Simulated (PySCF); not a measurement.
Computed structure and properties of BiCl5

System: BiCl5 (singlet); start: template (C4v). Method: PySCF 2.14.0, RKS PBE, Bi def2-SVP with ECP60, Cl def2-SVP; non-relativistic Hamiltonian with scalar-relativistic core potentials where named; density fitting; no spin-orbit coupling.

Input of the relaxation:

```python
mol = gto.M(atom='''
Bi     0.00000     0.00000    -0.02054
Cl    -0.00000    -0.00000     2.45326
Cl     2.40910     0.00000    -0.58264
Cl     0.00000     2.40910    -0.58264
Cl    -2.40910     0.00000    -0.58264
Cl    -0.00000    -2.40910    -0.58264''',
    basis={'Bi': 'def2-SVP', 'Cl': 'def2-SVP'},
    ecp={'Bi': 'def2-SVP'},
    charge=0, spin=0)
mf = dft.RKS(mol, xc='PBE')
mf.grids.atom_grid = (50, 194)
mf = mf.density_fit()  # fitting sets: Bi def2-universal-JKFIT, Cl def2-universal-JKFIT
mf.conv_tol = 1e-08; mf.max_cycle = 55
mf.kernel(dm0)  # dm0: converged density of the start geometry
# quasi-Newton relaxation in Cartesian coordinates to a largest gradient under 0.00045 Eh/bohr, steps kept in the point group
```

Run from Python with OMP_NUM_THREADS=2; the lines above give its settings. Where DIIS fails, smearing, a level shift and second-order steps follow.
It took 20 s on 2 threads of Arm Neoverse V1, with other jobs on the host, from the converged density of the start.

Course of the relaxation:

```csv
step,energy above end (eV),largest force component within the symmetry (eV/Å)
0,0.0192,0.288
1,0.0035,0.107
2,0.0002,0.053
3,0.0000,0.030
4,0.0000,0.005
```

Relaxed geometry (C4v):

```xyz
6

Bi    0.0000    0.0000   -0.0427
Cl    0.0000    0.0000    2.4108
Cl    2.4424    0.0000   -0.5665
Cl    0.0000    2.4424   -0.5665
Cl   -2.4424    0.0000   -0.5665
Cl    0.0000   -2.4424   -0.5665
```

```
     contact      Å
Bi1–Cl2 (Cl)  2.453
Bi1–Cl3 (Cl)  2.498
Bi1–Cl4 (Cl)  2.498
Bi1–Cl5 (Cl)  2.498
Bi1–Cl6 (Cl)  2.498
```

On the finer grid (75, 302):

```yaml
HOMO: -7.52 eV
LUMO: -6.80 eV
Dipole_about_the_centre_of_mass: 0.12 D
Set_of_Mulliken_populations_of_Bi1_outside_the_core_potential: s 3.64, p 7.99, d 10.43
D3_BJ_dispersion_energy_not_in_the_energies: -0.322 eV
```

```json
{"atom": "Bi1", "Mulliken (e)": "0.94", "Löwdin (e)": "0.34", "spin (e)": "0.00"}
{"atom": "Cl2", "Mulliken (e)": "-0.17", "Löwdin (e)": "-0.05", "spin (e)": "0.00"}
{"atom": "Cl3", "Mulliken (e)": "-0.19", "Löwdin (e)": "-0.07", "spin (e)": "0.00"}
{"atom": "Cl4", "Mulliken (e)": "-0.19", "Löwdin (e)": "-0.07", "spin (e)": "0.00"}
{"atom": "Cl5", "Mulliken (e)": "-0.19", "Löwdin (e)": "-0.07", "spin (e)": "0.00"}
{"atom": "Cl6", "Mulliken (e)": "-0.19", "Löwdin (e)": "-0.07", "spin (e)": "0.00"}
```

The gap is small, and the closed shell wasn't tested for a lower spin-broken solution.

On the grid (50, 194), as all that follows. Harmonic modes: 1 unstable but soft, so probably a saddle point, though modes this soft are near the noise (counted below −25 cm⁻¹); lowest -33 cm⁻¹ (negative: unstable), highest 329 cm⁻¹, zero-point energy 0.138 eV.

Taking off one Cl (charge -1, singlet; the rest: singlet) in vacuum, both parts rigid, costs 10.55 eV; the small basis without counterpoise inflates it. Most of it is the attraction of opposite charges; other ways to part are cheaper, and one spin state was tried for the rest.

Rigid scan of Cl along the line from its metal:

```
distance to Cl2 (Å)  energy (eV)
               2.15        0.839
               2.25        0.317
               2.35        0.067
               2.45        0.000
               2.55        0.052
               2.65        0.178
               2.85        0.538
```

One start shape was tried, so this needn't be the lowest isomer.
